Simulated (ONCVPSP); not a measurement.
## What one change does to a pseudopotential (Ti, ONCV)

ONCVPSP 4.0.1 input, shortened (lines: element, Z, core and valence counts, functional; n l f; lmax; l rc ep ncon nbas qcut; lloc lpopt rc5 dvloc0; l nproj debl; icmod fcfact rcfact), PBEsol, scalar-relativistic:

```
  Ti 22.00    5    2  -116133      upf
    1    0    2.00
    2    0    2.00
    2    1    6.00
    3    0    2.00
    3    1    6.00
    3    2    2.00
    4    0    2.00
    2
    0    2.30    0.00    3    7    3.50
    1    2.35    0.02    3    6    4.00
    2    1.80    0.00    4    9    9.10
    4    5    1.70    0.00
    0    2    3.90
    1    1    3.30
    2    1    1.20
    0    0.00    0.00
```

Change: all radii scaled by about 0.91 (s 2.10, p 2.16, d 1.64 bohr); local potential polynomial inside 1.56 bohr (lpopt 5, dvloc0 0 Ha).

Cutoffs: the cutoffs (Ha) at which the residual kinetic energy of the hardest occupied pseudo-wave falls to 1 and 0.1 mHa per electron; they do not see the model core or the augmentation charge, which bear on the density cutoff. Errors are all-electron minus pseudo energies relative to the spin-unpolarised reference configuration.

Task: What does the change do?

Result: The potential gets neither clearly harder nor softer (29 Ha and 34 Ha → 32 Ha and 36 Ha); a bound ghost appears in s, which as a rule spoils a file; the lowest positive-energy flag moves from p at 16.6 eV to p at 9.1 eV; the number of tests with a reliable result goes from 4 to 3; of the 3 tests that both files solve, the error grows in 1 and shrinks in 0 by more than 15 % and 0.3 meV (median size 61.0 → 61.2 meV).

```tsv
quantity	base	changed
cutoff, loose	29 Ha	32 Ha
cutoff, tight	34 Ha	36 Ha
loose cutoff by channel	s 2.7 Ha, d 29 Ha	s 3.9 Ha, d 32 Ha
bound ghosts	none	s
GHOST(+) flags under 300 eV	p at 16.6 eV, s at 43.8 eV	p at 9.1 eV
tests with a reliable result	4 of 4	3 of 4
error for 3d2 4s1, meV [ΔE 7.36 eV]	-5.6	-8.4
error for 3d2 4s0, meV [ΔE 20.83 eV]	+84	+78
error for 3d3 4s1, meV [ΔE 1.10 eV]	-61	-61
```

 A true bound ghost makes a file unfit for plane-wave use even where its test errors are small: the radial tests pick states by their node count and pass the ghost by.
